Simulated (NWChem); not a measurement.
The numbers come from NWChem runs, not from measurements. System: HBN, charge 0, spin multiplicity 2, at a geometry optimised with UB3LYP/def2-SVP. The structure started from a generated list of species. Its SCF solution wasn't tested for a lower state. Level: G0W0@UPBE0/def2-TZVP, RI basis def2-tzvp-rifit.

Job file:

```
start mol
memory heap 200 mb stack 700 mb global 1700 mb
geometry units angstroms nocenter noautoz
  B      0.000000     0.000000    -0.613379
  N      0.000000     0.000000     0.694817
  H      0.000000     0.000000    -1.796827
  symmetry group C2v
end
basis spherical
  * library def2-tzvp
end
basis "ri basis" bse spherical
  * library def2-tzvp-rifit
end
dft
  xc pbe0
  odft
  mult 2
  iterations 100
  direct
  tolerances tight
end
task dft energy
gw
  states alpha occ 4 vir 2
  states beta occ 4 vir 2
end
task dft gw
```

NWChem printed:

```
             Northwest Computational Chemistry Package (NWChem) 7.3.0
             --------------------------------------------------------

                                NWChem Input Module
                                -------------------

 Scaling coordinates for geometry "geometry" by  1.889725989
 (inverse scale =  0.529177249)

 Turning off AUTOSYM since
 SYMMETRY directive was detected!

                             Geometry "geometry" -> ""
                             -------------------------

 Output coordinates in angstroms (scale by  1.889725989 to convert to a.u.)

  No.       Tag          Charge          X              Y              Z
 ---- ---------------- ---------- -------------- -------------- --------------
    1 B                    5.0000     0.00000000     0.00000000    -0.61337900
    2 N                    7.0000     0.00000000     0.00000000     0.69481700
    3 H                    1.0000     0.00000000     0.00000000    -1.79682700

 Effective nuclear repulsion energy (a.u.)      17.8802290576

            Nuclear Dipole moment (a.u.)
            ----------------------------
        X                 Y               Z
 ---------------- ---------------- ----------------
     0.0000000000     0.0000000000    -0.0000056692

      Symmetry information
      --------------------

 Group name             C2v
 Group number             16
 Group order               4
 No. of unique centers     3

      Symmetry unique atoms

     1    2    3


 Summary of "ao basis" -> "" (spherical)
 ------------------------------------------------------------------------------
       Tag                 Description            Shells   Functions and Types
 ---------------- ------------------------------  ------  ---------------------
 *                         def2-tzvp                  on all atoms

 new library libraries.bse/

 Summary of "ri basis" -> "" (spherical)
 ------------------------------------------------------------------------------
       Tag                 Description            Shells   Functions and Types
 ---------------- ------------------------------  ------  ---------------------
[...]
     2   2 0 0     -7.932981     -4.958342     -2.974638      0.000000
     2   1 1 0     -0.000000     -0.000000     -0.000000      0.000000
     2   1 0 1     -0.000000     -0.000000     -0.000000      0.000000
     2   0 2 0     -9.450717     -4.964375     -4.486342      0.000000
     2   0 1 1     -0.000000     -0.000000     -0.000000      0.000000
     2   0 0 2     -9.129342    -20.490093    -18.954552     30.315304

 Task  times  cpu:        1.3s     wall:        1.3s

                                NWChem Input Module
                                -------------------

                                 NWChem GW Module
                                 ----------------

                             ***********************
                             ***        GW       ***
                             ***********************

 Summary of "ri basis" -> "ri basis" (spherical)
 ------------------------------------------------------------------------------
       Tag                 Description            Shells   Functions and Types
 ---------------- ------------------------------  ------  ---------------------
 B                      def2-tzvp-rifit             22       76   8s6p4d3f1g
 N                      def2-tzvp-rifit             22       76   8s6p4d3f1g
 H                      def2-tzvp-rifit              7       15   4s2p1d

                 Memory Information
                 ------------------
          Available GA per process is          1699.9 MBs
          Available stack per process is        700.0 MBs
          Available heap per process is           0.0 MBs

          Peak memory in Initialization
              Peak GA per process is                  1.8 MBs
              Peak stack per process is               0.1 MBs
              Peak heap per process is                1.8 MBs
              Memory not in MA per process            0.0 MBs

          Peak memory in AFF Calculation
              Peak GA per process is                  7.3 MBs
              Peak stack per process is               4.9 MBs
              Peak heap per process is                0.0 MBs
              Memory not in MA per process            4.9 MBs

          Computing 2-center integrals
          Computing Inverse Cholesky factor
          Computing 3-center integrals
          Computing V_xc ...

          Computing Sigma_x
          Computing RPA polarizability
          Solving quasiparticle equations

                  Alpha Orbitals
          State     Energy (eV)     Error (eV)
          -----------------------------------
@GW         4        -16.655           0.002
@GW         5        -12.298           0.004
@GW         6        -12.554           0.002
@GW         7        -11.453           0.002
@GW         8          1.797           0.002
@GW         9          2.300           0.005

                   Beta Orbitals
          State     Energy (eV)     Error (eV)
          -----------------------------------
@GW         3        -24.467           0.004
@GW         4        -16.548           0.002
@GW         5        -12.027           0.002
@GW         6        -11.025           0.002
@GW         7         -2.528           0.002
@GW         8          2.466           0.005

   Applying  -2.5786 eV scissor-shift to rest of particle states

   Applying   2.4737 eV scissor-shift to rest of hole states

   Applying  -2.5994 eV scissor-shift to rest of particle states

   Applying   2.4915 eV scissor-shift to rest of hole states

     GW Timing Statistics
   ------------------------
   Init.   :          0.0s
     ERIs  :          0.1s
     Distr.:          0.0s
     Vxc   :          0.2s
   Sigma_x :          0.0s
   RPA     :          0.1s
   Wmn     :          0.0s
   Sigma_c :          0.0s
   GW total:          0.3s

 Task  times  cpu:        0.3s     wall:        0.3s

 Total times  cpu:        1.6s     wall:        1.6s
```
